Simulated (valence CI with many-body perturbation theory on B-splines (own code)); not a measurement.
# Level structure of Cl XII

Computed by valence CI with perturbative core correlation (CI+MBPT): four valence electrons over a frozen Dirac-Fock core [He], radial functions for each j: 11 s, 11 p, 10 d, 8 f, 5 g, 2 h, with the one-electron correlation potential Σ1, the two-electron term Σ2, the three-electron term Σ3, Breit, model QED; selected CI, second order for the rest, scaled by the run's own slope (own B-spline code, finite nucleus).

No measured spectrum was set against this ion. As an estimate, levels of excited configurations hold to 0.05 to 0.15 % of their energy, terms of the ground configuration to about 0.5 %. Among the levels kept, up to 850 cm⁻¹ of a level comes from second order outside the variational space, and about a tenth of that is noise between levels of different J, which matters for small intervals.

Levels 1 to 45 of 173, with energies above the lowest level, 2s2 2p2 3P_0. "Leading %" is the weight of the configuration and term that name the level; weights of strongly mixed levels are sums over their largest components and can fall short. In the jj column 3d3/2^4 stands for four electrons in 3d with j = 3/2. Lifetimes count E1, E2, E3, M1 and M2 decay at the calculated energies, and are blank where another channel may lead or the interval is too uncertain; long ones can be off by a factor of two.

| No. | Configuration | Term | J | E (cm⁻¹) | Leading % | Lifetime | g | Leading jj |
| --- | --- | --- | --- | --- | --- | --- | --- | --- |
| 1 | 2s2 2p2 | 3P | 0 | 0 | 97 |  |  | 2s^2 2p1/2^2 (75 %) |
| 2 | 2s2 2p2 | 3P | 1 | 7218 | 98 | 149 ms | 1.500 | 2s^2 2p1/2 2p3/2 (98 %) |
| 3 | 2s2 2p2 | 3P | 2 | 16606 | 97 | 90.8 ms | 1.490 | 2s^2 2p3/2^2 (53 %) |
| 4 | 2s2 2p2 | 1D | 2 | 75702 | 97 | 4.42 ms | 1.008 | 2s^2 2p1/2 2p3/2 (53 %) |
| 5 | 2s2 2p2 | 1S | 0 | 147230 | 94 | 577 μs |  | 2s^2 2p3/2^2 (73 %) |
| 6 | 2s 2p3 | 5S° | 2 | 205860 | 100 | 804 ns | 2.000 | 2s 2p1/2 2p3/2^2 (55 %) |
| 7 | 2s 2p3 | 3D° | 2 | 388270 | 98 | 288 ps | 1.172 | 2s 2p1/2 2p3/2^2 (66 %) |
| 8 | 2s 2p3 | 3D° | 1 | 388670 | 98 | 274 ps | 0.510 | 2s 2p1/2 2p3/2^2 (44 %) |
| 9 | 2s 2p3 | 3D° | 3 | 388930 | 100 | 314 ps | 1.333 | 2s 2p1/2 2p3/2^2 (100 %) |
| 10 | 2s 2p3 | 3P° | 0 | 455590 | 100 | 115 ps |  | 2s 2p1/2 2p3/2^2 (100 %) |
| 11 | 2s 2p3 | 3P° | 1 | 455750 | 98 | 116 ps | 1.489 | 2s 2p1/2 2p3/2^2 (67 %) |
| 12 | 2s 2p3 | 3P° | 2 | 456490 | 97 | 121 ps | 1.492 | 2s 2p3/2^3 (57 %) |
| 13 | 2s 2p3 | 1D° | 2 | 577560 | 99 | 40.5 ps | 1.001 | 2s 2p1/2 2p3/2^2 (77 %) |
| 14 | 2s 2p3 | 3S° | 1 | 581570 | 97 | 20.3 ps | 1.979 | 2s 2p1/2 2p3/2^2 (56 %) |
| 15 | 2s 2p3 | 1P° | 1 | 645170 | 97 | 25.4 ps | 1.018 | 2s 2p3/2^3 (44 %) |
| 16 | 2p4 | 3P | 2 | 882790 | 97 | 34.6 ps | 1.493 | 2p1/2^2 2p3/2^2 (76 %) |
| 17 | 2p4 | 3P | 1 | 894670 | 98 | 33.6 ps | 1.500 | 2p1/2 2p3/2^3 (98 %) |
| 18 | 2p4 | 3P | 0 | 898600 | 98 | 33.4 ps |  | 2p3/2^4 (57 %) |
| 19 | 2p4 | 1D | 2 | 946310 | 97 | 61.4 ps | 1.005 | 2p1/2 2p3/2^3 (76 %) |
| 20 | 2p4 | 1S | 0 | 1074000 | 94 | 28.5 ps |  | 2p1/2^2 2p3/2^2 (55 %) |
| 21 | 2s2 2p 3s | 3P° | 0 | 2711700 | 95 | 3.29 ps |  | 2s^2 2p1/2 3s (95 %) |
| 22 | 2s2 2p 3s | 3P° | 1 | 2715000 | 87 | 3.10 ps | 1.458 | 2s^2 2p1/2 3s (86 %) |
| 23 | 2s2 2p 3s | 3P° | 2 | 2728900 | 95 | 3.24 ps | 1.500 | 2s^2 2p3/2 3s (95 %) |
| 24 | 2s2 2p 3s | 1P° | 1 | 2744300 | 88 | 2.03 ps | 1.040 | 2s^2 2p3/2 3s (86 %) |
| 25 | 2s2 2p 3p | 1P | 1 | 2811300 | 57 | 126 ps | 0.830 | 2s^2 2p1/2 3p1/2 (81 %) |
| 26 | 2s2 2p 3p | 3D | 1 | 2823500 | 57 | 98.6 ps | 0.761 | 2s^2 2p1/2 3p3/2 (42 %) |
| 27 | 2s2 2p 3p | 3D | 2 | 2825500 | 93 | 111 ps | 1.170 | 2s^2 2p1/2 3p3/2 (62 %) |
| 28 | 2s2 2p 3p | 3D | 3 | 2837100 | 95 | 116 ps | 1.333 | 2s^2 2p3/2 3p3/2 (95 %) |
| 29 | 2s2 2p 3p | 3S | 1 | 2843200 | 66 | 34.8 ps | 1.791 | 2s^2 2p3/2 3p3/2 (54 %) |
| 30 | 2s2 2p 3p | 3P | 0 | 2844800 | 87 | 20.6 ps |  | 2s^2 2p1/2 3p1/2 (69 %) |
| 31 | 2s2 2p 3p | 3P | 1 | 2852700 | 66 | 23.2 ps | 1.616 | 2s^2 2p3/2 3p1/2 (74 %) |
| 32 | 2s2 2p 3p | 3P | 2 | 2856500 | 85 | 21.1 ps | 1.483 | 2s^2 2p3/2 3p3/2 (45 %) |
| 33 | 2s2 2p 3p | 1D | 2 | 2887200 | 93 | 70.5 ps | 1.011 | 2s^2 2p3/2 3p3/2 (45 %) |
| 34 | 2s2 2p 3p | 1S | 0 | 2924700 | 94 | 27.1 ps |  | 2s^2 2p3/2 3p3/2 (73 %) |
| 35 | 2s 2p2 3s | 5P | 1 | 2926500 | 99 | 4.26 ps | 2.499 | 2s 2p1/2^2 3s (41 %) |
| 36 | 2s 2p2 3s | 5P | 2 | 2932600 | 99 | 4.21 ps | 1.833 | 2s 2p1/2 2p3/2 3s (85 %) |
| 37 | 2s2 2p 3d | 3F° | 2 | 2936400 | 71 | 3.28 ps | 0.754 | 2s^2 2p1/2 3d3/2 (94 %) |
| 38 | 2s 2p2 3s | 5P | 3 | 2940600 | 99 | 4.13 ps | 1.666 | 2s 2p3/2^2 3s (61 %) |
| 39 | 2s2 2p 3d | 3F° | 3 | 2944400 | 92 | 6.50 ps | 1.091 | 2s^2 2p1/2 3d5/2 (62 %) |
| 40 | 2s2 2p 3d | 1D° | 2 | 2948000 | 65 | 993 fs | 0.959 | 2s^2 2p1/2 3d5/2 (44 %) |
| 41 | 2s2 2p 3d | 3F° | 4 | 2954200 | 96 | 1.34 ns | 1.250 | 2s^2 2p3/2 3d5/2 (96 %) |
| 42 | 2s2 2p 3d | 3D° | 1 | 2964800 | 81 | 340 fs | 0.634 | 2s^2 2p1/2 3d3/2 (77 %) |
| 43 | 2s2 2p 3d | 3D° | 2 | 2967800 | 61 | 398 fs | 1.228 | 2s^2 2p1/2 3d5/2 (48 %) |
| 44 | 2s2 2p 3d | 3D° | 3 | 2974300 | 91 | 334 fs | 1.320 | 2s^2 2p3/2 3d5/2 (62 %) |
| 45 | 2s2 2p 3d | 3P° | 2 | 2979900 | 65 | 466 fs | 1.390 | 2s^2 2p3/2 3d5/2 (54 %) |

Names give the largest LS component (configuration and term), which can be under half, so a name can repeat, a term be missing and a line seem to break the LS rules; names also repeat where a configuration has a term twice.

The ionisation energy to 2s2 2p 2P°_1/2 of the next ion comes out as 591.89 eV (NIST: 591.58 ± 0.19 eV (semi-empirical)). All 173 levels together are meant to be complete up to 3585700 cm⁻¹.
